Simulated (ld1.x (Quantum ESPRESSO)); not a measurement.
Cutoff test, B, RRKJ

- Element: boron
- Generator: ld1.x (Quantum ESPRESSO) 7.5
- Type: norm-conserving RRKJ (Kleinman–Bylander form)
- Functional: PBEsol
- Relativity: scalar-relativistic
- Frozen core: [He]
- Valence charge: 3
- Reference configuration: 2s1.5 2p1.5
- Partial waves: 2p (bound): rc 4.20 bohr; 2s (bound): rc 1.00 bohr
- Local potential: the s channel
- Core correction: a·sin(br)/r model core inside 0.85 bohr
- rho0: 0.005

The pseudo-atom Hamiltonian at the reference potential is diagonalised in spherical Bessel functions j_l(qr) that vanish at 20 bohr, with q² up to the cutoff. All-electron valence levels (Ry): 2p -0.2790, 2s -0.7068.

Question: How do the lowest levels (Ry) of each channel move with the cutoff, and are there ghosts?

Answer:

```
cutoff (Ry)     p #1     s #1    d #1    d #2    f #1    f #2  Σ f·Δε (mRy)
          8  -0.2789  -0.6567  0.0658  0.1606  0.1126  0.2437          75.2
         15  -0.2790  -0.6842  0.0658  0.1606  0.1126  0.2437          33.8
         25  -0.2790  -0.6914  0.0658  0.1606  0.1126  0.2437          23.1
         40  -0.2790  -0.6949  0.0658  0.1606  0.1126  0.2437          17.8
         60  -0.2790  -0.7033  0.0658  0.1606  0.1126  0.2437           5.1
         90  -0.2790  -0.7057  0.0658  0.1606  0.1126  0.2437           1.6
        120  -0.2790  -0.7060  0.0658  0.1606  0.1126  0.2437           1.1
        180  -0.2790  -0.7067  0.0658  0.1606  0.1126  0.2437           0.1
        400  -0.2790  -0.7067  0.0658  0.1606  0.1126  0.2437           0.0
```

Result: no extra level below or beside the all-electron valence levels (p, s, d, f tested); 10 mRy is reached at 55 Ry and 1 mRy at 140 Ry.

Its largest configuration-test error is +1426 meV.
